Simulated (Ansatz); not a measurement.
Steps of a relaxation of Cl2H4N2Ti, SMILES `[NH2][Ti]([NH2])([Cl])[Cl]` with RKS PBE-D4/def2-SVP.

```sh
$ ansatz run in.yaml --threads 4 --pin off --events-out ev --progress --plain --max-ram 10444MiB
```

```yaml
crystal:
  periodic: [false, false, false]
  atoms:
    - {symbol: N, position_ang: [-1.220000, 1.210000, -0.390200]}
    - {symbol: Ti, position_ang: [0.255800, -0.116900, -0.357000]}
    - {symbol: N, position_ang: [0.364500, -0.920200, 1.511300]}
    - {symbol: Cl, position_ang: [-0.096200, -1.799800, -1.905400]}
    - {symbol: Cl, position_ang: [2.271300, 0.937300, -0.914200]}
    - {symbol: H, position_ang: [-2.155400, 0.732500, -0.283200]}
    - {symbol: H, position_ang: [-1.259100, 1.652500, -1.364600]}
    - {symbol: H, position_ang: [0.752600, -0.136300, 2.150800]}
    - {symbol: H, position_ang: [1.175000, -1.605400, 1.535400]}
basis:
  gaussian: {orbitals: def2-SVP}
hamiltonian: {xc: pbe, dispersion: d4}
relax: {f_tol: 0.03, max_steps: 200}
```

Positions (Å) and forces (eV/Å) along the path, 14 of 15 steps:

```xyz
9
step=1 energy=-51178.0967 eV
N    -1.220    1.210   -0.390    0.591   -1.395   -1.390
Ti    0.256   -0.117   -0.357    0.060    0.006    0.634
N     0.364   -0.920    1.511    1.636    1.628   -1.147
Cl   -0.096   -1.800   -1.905    0.154    0.986    1.005
Cl    2.271    0.937   -0.914   -1.429   -0.649    0.419
H    -2.155    0.733   -0.283    0.673    0.444    0.156
H    -1.259    1.653   -1.365    0.090   -0.320    1.246
H     0.753   -0.136    2.151   -0.884   -1.004   -0.817
H     1.175   -1.605    1.535   -0.890    0.303   -0.105
9
step=2 energy=-51178.7515 eV
N    -1.105    1.131   -0.407   -0.789   -0.655   -0.726
Ti    0.314   -0.133   -0.400   -0.523    0.149    0.660
N     0.367   -0.867    1.364    1.257    0.888    0.416
Cl   -0.074   -1.774   -1.821    0.011   -0.085   -0.035
Cl    2.178    0.930   -0.896    0.089    0.068   -0.042
H    -2.051    0.748   -0.121    0.973    0.441   -0.106
H    -1.257    1.608   -1.333    0.179   -0.166    0.788
H     0.581   -0.118    2.098   -0.509   -0.868   -0.855
H     1.135   -1.572    1.499   -0.688    0.228   -0.100
9
step=3 energy=-51178.8953 eV
N    -1.113    1.099   -0.437   -0.408   -0.426   -0.269
Ti    0.313   -0.127   -0.396   -0.244    0.043    0.300
N     0.407   -0.839    1.350    0.561    0.608    0.163
Cl   -0.028   -1.836   -1.748   -0.003   -0.091   -0.075
Cl    2.132    0.991   -0.945    0.113    0.068   -0.039
H    -2.054    0.768   -0.125    0.542    0.309   -0.112
H    -1.217    1.667   -1.301   -0.023   -0.069    0.403
H     0.577   -0.142    2.115   -0.233   -0.556   -0.460
H     1.071   -1.626    1.470   -0.305    0.114    0.092
9
step=4 energy=-51178.9711 eV
N    -1.088    1.018   -0.442   -0.217   -0.135   -0.142
Ti    0.364   -0.147   -0.465   -0.220    0.065    0.273
N     0.422   -0.772    1.293    0.272    0.306    0.127
Cl   -0.051   -1.890   -1.762    0.090   -0.094   -0.079
Cl    2.168    1.043   -0.936    0.079    0.038   -0.126
H    -2.003    0.729   -0.060    0.238    0.131   -0.024
H    -1.218    1.691   -1.209   -0.037    0.085    0.089
H     0.535   -0.097    2.072   -0.138   -0.248   -0.230
H     0.960   -1.623    1.493   -0.067   -0.148    0.112
9
step=5 energy=-51179.0343 eV
N    -1.105    0.966   -0.516   -0.285    0.169    0.169
Ti    0.376   -0.141   -0.475    0.268   -0.115   -0.356
N     0.514   -0.743    1.267   -0.049   -0.077    0.346
Cl    0.086   -1.924   -1.771    0.037    0.008    0.039
Cl    2.162    1.043   -1.076   -0.074    0.010   -0.013
H    -1.922    0.824    0.096    0.102    0.050   -0.124
H    -1.269    1.735   -1.176   -0.002   -0.031    0.022
H     0.362   -0.145    2.090    0.044   -0.070   -0.077
H     0.883   -1.661    1.545   -0.043    0.056   -0.007
9
step=6 energy=-51179.0454 eV
N    -1.117    0.967   -0.513   -0.121    0.022    0.022
Ti    0.375   -0.148   -0.478    0.109    0.003    0.068
N     0.509   -0.751    1.281   -0.059    0.038   -0.014
Cl    0.162   -1.933   -1.770   -0.043   -0.051   -0.009
Cl    2.114    1.083   -1.082    0.024    0.066   -0.002
H    -1.954    0.828    0.065    0.058    0.017    0.035
H    -1.270    1.741   -1.172    0.048   -0.067   -0.023
H     0.560   -0.115    2.088   -0.006   -0.068   -0.065
H     0.709   -1.718    1.565   -0.010    0.041   -0.012
9
step=7 energy=-51179.0540 eV
N    -1.104    0.969   -0.512   -0.004   -0.074   -0.019
Ti    0.394   -0.146   -0.483   -0.092    0.041    0.165
N     0.492   -0.763    1.276    0.002    0.038   -0.157
Cl    0.161   -1.947   -1.754    0.001    0.003   -0.027
Cl    2.102    1.138   -1.078    0.047    0.005   -0.004
H    -1.905    0.878    0.123    0.029    0.017    0.010
H    -1.289    1.688   -1.224    0.038   -0.073    0.033
H     0.551   -0.129    2.082    0.023   -0.039    0.002
H     0.686   -1.734    1.552   -0.044    0.082   -0.003
9
step=9 energy=-51179.0393 eV rejected
N    -1.142    0.915   -0.535   -0.297    0.035    0.296
Ti    0.410   -0.118   -0.470   -0.003   -0.012   -0.096
N     0.486   -0.740    1.276    0.111   -0.466    0.725
Cl    0.250   -1.866   -1.829   -0.023    0.024   -0.005
Cl    2.131    1.205   -0.963   -0.012   -0.018    0.040
H    -1.782    1.022    0.279    0.286    0.057   -0.678
H    -1.458    1.427   -1.378    0.008   -0.146    0.411
H     0.902   -0.150    2.039   -0.367   -0.734   -0.530
H     0.293   -1.741    1.565    0.298    1.259   -0.161
9
step=10 energy=-51179.0882 eV
N    -1.136    0.917   -0.526    0.043   -0.062    0.039
Ti    0.409   -0.124   -0.475   -0.020   -0.019    0.020
N     0.493   -0.741    1.275   -0.001    0.023   -0.061
Cl    0.215   -1.871   -1.826    0.001   -0.006   -0.011
Cl    2.135    1.179   -0.982    0.007    0.019    0.010
H    -1.813    1.000    0.240   -0.020    0.052   -0.067
H    -1.421    1.470   -1.343   -0.028   -0.006    0.030
H     0.806   -0.151    2.056    0.030   -0.057    0.018
H     0.400   -1.723    1.563   -0.011    0.055    0.020
9
step=11 energy=-51179.0952 eV
N    -1.142    0.906   -0.528   -0.045    0.009   -0.045
Ti    0.409   -0.123   -0.470    0.025    0.020   -0.012
N     0.497   -0.739    1.278    0.033    0.018    0.045
Cl    0.235   -1.861   -1.836   -0.012   -0.007   -0.018
Cl    2.125    1.205   -0.958   -0.008   -0.016    0.022
H    -1.802    1.044    0.244   -0.014    0.017   -0.036
H    -1.448    1.417   -1.367    0.027   -0.045    0.080
H     0.898   -0.189    2.048   -0.006   -0.062   -0.031
H     0.317   -1.707    1.573    0.000    0.065   -0.005
9
step=12 energy=-51179.1000 eV
N    -1.158    0.891   -0.531    0.017   -0.014   -0.010
Ti    0.410   -0.115   -0.464   -0.047    0.031    0.022
N     0.515   -0.723    1.286    0.001   -0.015   -0.005
Cl    0.238   -1.844   -1.845   -0.005   -0.008   -0.009
Cl    2.123    1.216   -0.928    0.022    0.015   -0.001
H    -1.839    1.038    0.220    0.013    0.004    0.000
H    -1.447    1.392   -1.380   -0.002   -0.017    0.002
H     1.026   -0.243    2.036    0.001    0.000   -0.001
H     0.220   -1.659    1.589    0.000    0.005    0.002
9
step=13 energy=-51179.0974 eV rejected
N    -1.162    0.885   -0.533    0.108   -0.058   -0.017
Ti    0.412   -0.107   -0.461   -0.022   -0.090   -0.029
N     0.512   -0.731    1.283    0.031    0.065    0.012
Cl    0.258   -1.829   -1.855   -0.012    0.030    0.003
Cl    2.123    1.234   -0.907    0.022    0.005    0.012
H    -1.784    1.123    0.240   -0.113   -0.003    0.140
H    -1.503    1.305   -1.403   -0.013    0.064   -0.126
H     1.044   -0.270    2.030    0.006    0.001    0.009
H     0.188   -1.656    1.589   -0.007   -0.013   -0.004
9
step=14 energy=-51179.1006 eV
N    -1.160    0.887   -0.533   -0.011    0.021   -0.012
Ti    0.411   -0.110   -0.462   -0.018   -0.009   -0.001
N     0.518   -0.723    1.286    0.000   -0.002    0.016
Cl    0.233   -1.830   -1.855    0.006    0.003    0.001
Cl    2.132    1.221   -0.908    0.004    0.004   -0.003
H    -1.822    1.067    0.228    0.009   -0.006   -0.014
H    -1.472    1.349   -1.397    0.012   -0.016    0.030
H     1.041   -0.253    2.034   -0.005   -0.010   -0.014
H     0.207   -1.654    1.590    0.003    0.015   -0.002
9
step=15 energy=-51179.1007 eV
N    -1.160    0.887   -0.532    0.006   -0.002   -0.005
Ti    0.411   -0.111   -0.462    0.002    0.000   -0.003
N     0.517   -0.722    1.286   -0.002    0.002   -0.003
Cl    0.237   -1.829   -1.858    0.000   -0.002   -0.001
Cl    2.131    1.221   -0.908    0.002    0.002    0.000
H    -1.822    1.062    0.229   -0.006    0.003    0.000
H    -1.470    1.350   -1.395   -0.005    0.003    0.002
H     1.048   -0.255    2.030    0.003   -0.002    0.005
H     0.197   -1.648    1.594    0.000   -0.003    0.006
```

Run time 22 s (4 threads of an Arm Neoverse V2 on a shared host); peak host memory 0.19 GiB.
